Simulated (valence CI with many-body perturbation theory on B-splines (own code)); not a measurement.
## E1 line list for Os63+

Computed by relativistic CI+MBPT: three valence electrons over a frozen Dirac-Fock core [Ne], a basis of 11 s, 11 p, 10 d, 8 f, 5 g, 2 h functions for each j, with the one-electron correlation potential Σ1, the two-electron term Σ2, the three-electron term Σ3, Breit, model QED; selected CI, second order for the rest, scaled by the run's own slope (own B-spline code, finite nucleus).

No measured spectrum was set against this ion. As an estimate, large intervals hold to a few tenths of a per cent, small ones and those within an open d or f shell to about a per cent.

Lines 51 to 100 of 591 in falling wavelength, among levels below 257.57 Ry, chosen from the strongest by gf and those to the six lowest levels. Wavelengths and rates use the calculated energies. Electric multipoles are in the length gauge, E1 and E2 with the static RPA response of the core. Weak lines are less certain than strong ones. Lines between different terms over intervals too small for the method are left out, as are lines whose strength nearly cancels. The highest levels of a list are the least certain.

Levels are named by their leading jj configuration (3d3/2^4 stands for four electrons in 3d with j = 3/2), which in mixed levels can hold well under half, so a name can repeat and another be missing. Letters in brackets count levels of one name in rising energy.

```csv
λ vac (Å),Upper,Lower,A (s⁻¹),S (a.u.)
60.27,(3s 3p1/2 3d3/2) J=3/2 [a],(3s 3p1/2 3p3/2) J=5/2,4.33e+10,1.87e-02
59.77,(3p1/2^2 3d3/2) J=3/2,(3s 3p1/2 3d3/2) J=3/2 [a],5.00e+10,2.11e-02
58.73,(3p1/2^2 3p3/2) J=3/2,(3s 3p1/2 3p3/2) J=3/2 [a],2.17e+10,8.67e-03
56.91,(3s 3p1/2 3d3/2) J=5/2,(3s 3p1/2 3p3/2) J=5/2,1.16e+10,6.35e-03
55.36,(3s 3p1/2 3d3/2) J=1/2,(3s 3p1/2 3p3/2) J=3/2 [b],5.80e+08,9.71e-05
55.20,(3s 3p1/2 3d3/2) J=3/2 [a],(3s 3p1/2 3p3/2) J=3/2 [a],1.18e+09,3.92e-04
54.33,(3p1/2 3d3/2 3d5/2) J=9/2,(3p1/2 3p3/2 3d5/2) J=9/2,3.60e+10,2.85e-02
53.58,(3s 3p1/2 3d3/2) J=3/2 [b],(3s 3p1/2 3p3/2) J=3/2 [b],4.38e+09,1.33e-03
52.36,(3s 3p1/2 3d3/2) J=5/2,(3s 3p1/2 3p3/2) J=3/2 [a],9.49e+07,4.04e-05
52.09,(3s^2 3p3/2) J=3/2,(3s 3p1/2^2) J=1/2,4.21e+08,1.18e-04
51.18,(3s^2 3d3/2) J=3/2,(3s^2 3p3/2) J=3/2,2.48e+08,6.57e-05
50.21,(3s^2 4p3/2) J=3/2,(3s^2 4s) J=1/2,5.74e+11,1.43e-01
49.03,(3s 3p1/2 3d3/2) J=3/2 [b],(3s 3p1/2 3p3/2) J=5/2,3.07e+09,7.14e-04
48.85,(3d3/2 3d5/2^2) J=11/2,(3p3/2 3d5/2^2) J=11/2,3.62e+10,2.50e-02
46.90,(3s 3p1/2 3d3/2) J=1/2,(3s 3p1/2 3p3/2) J=3/2 [a],6.07e+09,6.18e-04
45.62,(3s 3p1/2 3d3/2) J=3/2 [b],(3s 3p1/2 3p3/2) J=3/2 [a],3.26e+09,6.11e-04
45.62,(3p3/2 3d5/2^2) J=5/2 [a],(3p3/2^2 3d5/2) J=3/2,6.65e+10,1.87e-02
43.48,(3p3/2 3d5/2^2) J=7/2 [a],(3p3/2^2 3d5/2) J=5/2 [a],3.86e+10,1.25e-02
43.28,(3s 3p3/2 3d5/2) J=3/2 [a],(3s 3p3/2^2) J=3/2,8.21e+10,1.31e-02
43.18,(3d5/2^3) J=3/2,(3p3/2 3d5/2^2) J=3/2 [b],1.90e+11,3.03e-02
43.02,(3d5/2^3) J=9/2,(3p3/2 3d5/2^2) J=7/2 [b],3.78e+11,1.49e-01
42.84,(3s 3p1/2 3d5/2) J=5/2 [a],(3s 3p1/2 3p3/2) J=3/2 [b],2.23e+09,5.20e-04
42.84,(3s 3d5/2^2) J=5/2,(3s 3p3/2 3d5/2) J=3/2 [b],7.33e+10,1.71e-02
42.51,(3d3/2 3d5/2^2) J=7/2 [a],(3p3/2 3d3/2 3d5/2) J=5/2 [c],1.26e+11,3.83e-02
42.03,(3s 3d5/2^2) J=9/2,(3s 3p3/2 3d5/2) J=7/2 [b],1.00e+11,3.67e-02
41.98,(3d3/2 3d5/2^2) J=5/2 [a],(3p3/2 3d3/2 3d5/2) J=3/2 [c],9.62e+10,2.11e-02
41.94,(3s 3d5/2^2) J=7/2,(3s 3p3/2 3d5/2) J=5/2 [b],3.73e+11,1.09e-01
41.45,(3d5/2^3) J=5/2,(3p3/2 3d5/2^2) J=3/2 [b],3.06e+11,6.44e-02
41.45,(3d3/2 3d5/2^2) J=9/2,(3p3/2 3d3/2 3d5/2) J=7/2 [c],3.04e+11,1.07e-01
41.31,(3d3/2 3d5/2^2) J=7/2 [b],(3p3/2 3d3/2 3d5/2) J=5/2 [d],1.77e+11,4.94e-02
41.10,(3d3/2 3d5/2^2) J=11/2,(3p3/2 3d3/2 3d5/2) J=9/2 [b],4.10e+11,1.68e-01
41.08,(3s 3d3/2 3d5/2) J=3/2 [b],(3s 3p3/2 3d3/2) J=1/2 [b],8.60e+10,1.18e-02
41.06,(3s 3d5/2^2) J=3/2,(3s 3p3/2 3d5/2) J=5/2 [b],8.42e+10,1.15e-02
41.02,(3s 3d3/2 3d5/2) J=5/2 [b],(3s 3p3/2 3d3/2) J=5/2 [b],7.03e+10,1.44e-02
40.98,(3s 3d3/2 3d5/2) J=7/2 [b],(3s 3p3/2 3d3/2) J=5/2 [b],2.32e+11,6.32e-02
40.97,(3p1/2 3d5/2^2) J=5/2,(3p1/2 3p3/2 3d5/2) J=3/2 [b],9.38e+10,1.91e-02
40.91,(3p1/2 3d5/2^2) J=7/2,(3p1/2 3p3/2 3d5/2) J=5/2 [b],3.66e+11,9.90e-02
40.89,(3d5/2^3) J=3/2,(3p3/2 3d5/2^2) J=5/2 [b],1.02e+11,1.38e-02
40.84,(3d5/2^3) J=3/2,(3p3/2 3d5/2^2) J=3/2 [a],1.27e+11,1.71e-02
40.83,(3p1/2 3d5/2^2) J=3/2,(3p1/2 3p3/2 3d5/2) J=1/2,1.10e+11,1.47e-02
40.80,(3p3/2 3d5/2^2) J=11/2,(3p3/2^2 3d5/2) J=9/2,1.89e+11,7.59e-02
40.75,(3s 3d5/2^2) J=3/2,(3s 3p3/2 3d5/2) J=3/2 [b],1.47e+11,1.96e-02
40.64,(3p3/2 3d3/2 3d5/2) J=7/2 [b],(3p3/2^2 3d3/2) J=7/2,1.31e+11,3.47e-02
40.58,(3d3/2 3d5/2^2) J=5/2 [a],(3p3/2 3d3/2 3d5/2) J=3/2 [b],2.53e+11,5.01e-02
40.56,(3d3/2 3d5/2^2) J=5/2 [b],(3p3/2 3d3/2 3d5/2) J=3/2 [c],1.45e+11,2.87e-02
40.56,(3p3/2 3d5/2^2) J=7/2 [b],(3p3/2^2 3d5/2) J=5/2 [b],6.32e+11,1.66e-01
40.30,(3p1/2 3p3/2 3d5/2) J=3/2 [a],(3p1/2 3p3/2^2) J=3/2,1.29e+11,1.66e-02
40.17,(3d3/2 3d5/2^2) J=5/2 [a],(3p3/2 3d3/2 3d5/2) J=5/2 [c],8.79e+10,1.69e-02
40.15,(3d3/2^2 3d5/2) J=5/2 [a],(3p3/2 3d3/2^2) J=5/2,8.87e+10,1.70e-02
40.11,(3s 3p1/2 3d5/2) J=3/2,(3s 3p1/2 3p3/2) J=1/2,2.22e+11,2.82e-02
```
